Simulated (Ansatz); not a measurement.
## Er(BH4)3 in a box, plane waves

Ansatz 0.2.0, DFT PBE, spin-orbit coupling, plane waves, PAW, molecule in a box. The geometry was relaxed with Gaussian bases (PBE0; Er lcecp-1-SVP with ECP57, B def2-SVP, H def2-SVP).

```yaml
crystal:
  lattice:
    - [14.6, 0.0, 0.0]
    - [0.0, 15.26, 0.0]
    - [0.0, 0.0, 11.0]
  atoms:
    - { symbol: Er, position: [0.44401301, 0.49952556, 0.49978545], spin: 3.0, spin_axis: [0.0, 0.0, 1.0] }
    - { symbol: B, position: [0.60923288, 0.5004692, 0.49978545] }
    - { symbol: H, position: [0.69165753, 0.4984194, 0.49978545] }
    - { symbol: H, position: [0.5746589, 0.46228309, 0.59048] }
    - { symbol: H, position: [0.5746589, 0.46228309, 0.40909091] }
    - { symbol: H, position: [0.57685479, 0.57616645, 0.49978545] }
    - { symbol: B, position: [0.36054932, 0.6359502, 0.49978545] }
    - { symbol: H, position: [0.32119315, 0.70526999, 0.49978545] }
    - { symbol: H, position: [0.41240137, 0.62639646, 0.59048] }
    - { symbol: H, position: [0.41240137, 0.62639646, 0.40909091] }
    - { symbol: H, position: [0.30821918, 0.57127392, 0.49978545] }
    - { symbol: B, position: [0.36225753, 0.36215793, 0.49978545] }
    - { symbol: H, position: [0.31918904, 0.2948886, 0.49978545] }
    - { symbol: H, position: [0.34497945, 0.40989777, 0.59048] }
    - { symbol: H, position: [0.34497945, 0.40989777, 0.40909091] }
    - { symbol: H, position: [0.44696575, 0.35113696, 0.49978545] }
basis:
  ecutwfc: 420
  ecutrho_ratio: 4
kpoints:
  mp_grid: { grid: [1, 1, 1] }
hamiltonian:
  xc: pbe
scf:
  occupations: { method: gaussian, width: 0.01 }
output:
  forces: true
  eigenvalues: true
  populations: true
  hubbard: { sites: [{ species: Er, l: f }] }
  write_density: true
  write_potential: true
  elf: true
  volumetric_format: npy
magnetization:
  noncollinear: true
  spin_orbit: true
```

Command:
```sh
ansatz run input.yaml --threads 4 --pin off --max-ram 8192MiB --backend cpu --events-out ev --progress --plain --runs-dir out
```
It took 100 s on 4 threads of Arm Neoverse V2 (shared host), peak memory 4.2 GiB.

Problem. How does the SCF go?

Solution. 
```
SCF iter   1: F=—  HF=-12773.216272 eV  |F-HF|=—  |Δ(HF+E_count)|=         —  Δρ=2.97e-2
preconditioner: auto → Resta (q_TF=auto, 1.391 Å⁻¹)  ε∞=1.2  [insulator: Δε(μ)=0.060 eV  Ē_g=8.729 eV  σ=0.010 eV  W_gap=1.00  n_s
spin=Noncollinear: Resta preconditioning applied to the charge; magnetization (m_x, m_y, m_z) channels mix plain (no charge-respon
SCF iter   2: F=—  HF=-12763.810545 eV  |F-HF|=—  |Δ(HF+E_count)|=    9.41e0  Δρ=1.54e-2
SCF iter   3: F=—  HF=-12763.016125 eV  |F-HF|=—  |Δ(HF+E_count)|=   7.94e-1  Δρ=1.30e-2
...
SCF iter  20: F=—  HF=-12762.224342 eV  |F-HF|=—  |Δ(HF+E_count)|=   1.93e-4  Δρ=1.32e-4
SCF iter  21: F=—  HF=-12762.224273 eV  |F-HF|=—  |Δ(HF+E_count)|=   6.97e-5  Δρ=3.47e-5
SCF iter  22: F=—  HF=-12762.224141 eV  |F-HF|=—  |Δ(HF+E_count)|=   1.32e-4  Δρ=4.19e-6
SCF iter  23: F=—  HF=-12762.224141 eV  |F-HF|=—  |Δ(HF+E_count)|=   4.49e-7  Δρ=2.33e-6
SCF iter  24: F=-12762.224141 eV  HF=-12762.224141 eV  |F-HF|=1.86e-8  |Δ(HF+E_count)|=   4.57e-9  Δρ=9.68e-7
```

Problem. Which levels lie next to the highest filled one (eV, counted from it)?

Solution. Filled: -0.92, -0.85, -0.83, -0.80, -0.76, -0.75, -0.62, -0.53, -0.30, 0.00. Empty: 0.40, 0.60, 1.11, 4.08, 4.27, 5.90, 5.99, 6.05.

Problem. How is the f shell of Er1 filled?

Solution. Natural occupations, full = 1; spinor: 0.03, 0.04, 0.13, 1.00, 1.00, 1.00, 1.00, 1.00, 1.00, 1.00, 1.00, 1.00, 1.00, 1.00; in all 11.17 e. Spin moment (0.00, 0.00, 2.37) μB, orbital moment (0.00, 0.00, 1.70) μB.

Problem. What forces are left at this geometry, relaxed with Gaussian bases (eV/Å)?

Solution. 
```
Er   0.00  0.00  0.00
B    0.00 -0.11  0.00
H   -0.17  0.01  0.00
H    0.04  0.05 -0.06
H    0.04  0.05  0.06
H   -0.06 -0.03  0.00
B    0.10  0.05  0.00
H    0.08 -0.15  0.00
H   -0.07  0.01 -0.05
H   -0.07  0.01  0.05
H    0.06 -0.03  0.00
B   -0.10  0.06  0.00
H    0.09  0.15  0.00
H    0.02 -0.06 -0.06
H    0.02 -0.06  0.06
H    0.00  0.07  0.00
```

The open shells may stand above their lowest state.

The forces come from the other functional as well as from the basis.

An lcecp potential fixes the number of 4f electrons, so in runs with it no electron can move into or out of that shell.
